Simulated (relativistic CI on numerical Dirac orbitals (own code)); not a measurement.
# Slater and spin-orbit integrals, Fe⁶⁺

Method of calculation: Dirac-Coulomb-Breit CI, KLI orbitals optimised for each configuration, model QED (radiative potential, 1s self-energy scaled to tabulated hydrogen-like ionisation energies), unscaled Slater integrals (own radial code, finite nucleus).

Slater integrals F^k, G^k are unscaled and averaged over j, outside the closed core [Ne]; ζ comes from projecting the Hamiltonian with its Breit term on Σ l·s of the shell.

- 3s²3p⁶3d²: F^2(3d,3d) = 118900, F^4(3d,3d) = 75372, ζ(3d) = 643.14 cm⁻¹; <r>(3d) = 0.8214, <r^2>(3d) = 0.8096 (bohr units).
- 3s²3p⁵3d³: ζ(3p) = 9161.8, F^2(3d,3d) = 118810, F^4(3d,3d) = 75317, F^2(3p,3d) = 119750, G^1(3p,3d) = 145160, G^3(3p,3d) = 90611, ζ(3d) = 623.43 cm⁻¹; <r>(3p) = 0.7957, <r^2>(3p) = 0.735, <r>(3d) = 0.822, <r^2>(3d) = 0.8108 (bohr units).
- 3s²3p⁶3d4s: ζ(3d) = 700.76, G^2(3d,4s) = 14105 cm⁻¹; <r>(3d) = 0.7944, <r^2>(3d) = 0.7558, <r>(4s) = 1.796, <r^2>(4s) = 3.617 (bohr units).

Problem. Give the Racah parameters of the d shell in 3s²3p⁶3d².

Solution. B = F²/49 − 5F⁴/441 = 1572 cm⁻¹ and C = 35F⁴/441 = 5982 cm⁻¹.

In this model ζ of a weakly bound d, f or g electron outside closed shells comes out too small, for d by up to a factor of two or three and at times with the wrong sign; that of an outer p electron is too small as well.

Averages of the first 10 configurations, taken without configuration mixing, which lowers the lowest level and can move excited configurations by several eV; other configurations of the list can lie among them:

```json
{"Configuration": "3s²3p⁶3d²", "Parity": "even", "States": "45", "Average energy above the lowest level (eV)": "2.2"}
{"Configuration": "3s²3p⁵3d³", "Parity": "odd", "States": "720", "Average energy above the lowest level (eV)": "59.6"}
{"Configuration": "3s²3p⁶3d4s", "Parity": "even", "States": "20", "Average energy above the lowest level (eV)": "43.5"}
{"Configuration": "3s²3p⁶3d4p", "Parity": "odd", "States": "60", "Average energy above the lowest level (eV)": "54.1"}
{"Configuration": "3s3p⁶3d³", "Parity": "even", "States": "240", "Average energy above the lowest level (eV)": "101.7"}
{"Configuration": "3s²3p⁶3d4d", "Parity": "even", "States": "100", "Average energy above the lowest level (eV)": "70.1"}
{"Configuration": "3s²3p⁶3d5s", "Parity": "even", "States": "20", "Average energy above the lowest level (eV)": "80.5"}
{"Configuration": "3s²3p⁶3d4f", "Parity": "odd", "States": "140", "Average energy above the lowest level (eV)": "81.8"}
{"Configuration": "3s²3p⁶3d5p", "Parity": "odd", "States": "60", "Average energy above the lowest level (eV)": "84.9"}
{"Configuration": "3s²3p⁶3d5d", "Parity": "even", "States": "100", "Average energy above the lowest level (eV)": "91.8"}
```
